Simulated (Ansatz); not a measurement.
Geometry optimisation, RKS PBE-D4/def2-mTZVP in Ansatz.

input.yaml

```yaml
crystal:
  periodic: [false, false, false]
  atoms:
    - { symbol: C, position_ang: [-0.7937, 1.3987, -0.1006] }
    - { symbol: C, position_ang: [-0.188, 0.2848, -0.0016] }
    - { symbol: Si, position_ang: [-0.1614, -0.6181, 1.5938] }
    - { symbol: Ge, position_ang: [0.7984, -0.4499, -1.5255] }
    - { symbol: H, position_ang: [-0.8693, 1.965, -1.0777] }
    - { symbol: H, position_ang: [-1.3595, 1.8932, 0.7366] }
    - { symbol: H, position_ang: [1.2975, -0.7592, 2.0398] }
    - { symbol: H, position_ang: [-0.6831, -1.9364, 1.4256] }
    - { symbol: H, position_ang: [-0.8773, 0.136, 2.6751] }
    - { symbol: H, position_ang: [1.8036, 0.5388, -1.9941] }
    - { symbol: H, position_ang: [-0.3113, -0.7203, -2.6334] }
    - { symbol: H, position_ang: [1.4211, -1.7879, -1.1041] }
basis:
  gaussian: { orbitals: def2-mTZVP }
hamiltonian:
  xc: pbe
  dispersion: d4
relax:
  f_tol: 0.02
  max_steps: 50
output:
  orbitals: {}
```

Run as:

```bash
$ ansatz run input.yaml --threads 2 --pin off --max-ram 3072MiB --backend cpu --events-out ev --progress --plain --runs-dir out
```

Task: Where does it end, and by what steps?

Result: The forces met the threshold. After 4 steps the energy has fallen by 0.357 eV; H11 moved furthest, 0.10 Å.

| step | energy less start (eV) | largest force component (eV/Å) | accepted |
| --- | --- | --- | --- |
| 0 | 0.0000 | 4.821 | yes |
| 1 | -0.2949 | 1.628 | yes |
| 2 | -0.2947 | 1.247 | no |
| 3 | -0.3553 | 0.143 | yes |
| 4 | -0.3569 | 0.018 | yes |

```xyz
12
Properties=species:S:1:pos:R:3
C -0.841 1.458 -0.108
C -0.177 0.296 0.006
Si -0.121 -0.622 1.642
Ge 0.756 -0.465 -1.555
H -0.897 2.029 -1.044
H -1.372 1.913 0.738
H 1.296 -0.780 2.106
H -0.700 -1.997 1.497
H -0.899 0.138 2.675
H 1.840 0.517 -2.069
H -0.248 -0.745 -2.703
H 1.438 -1.797 -1.150
```

The run took 12 s on 2 threads of Intel(R) Xeon(R) Platinum 8375C CPU @ 2.90GHz (Ice Lake), on a shared host, peak memory 0.18 GiB.
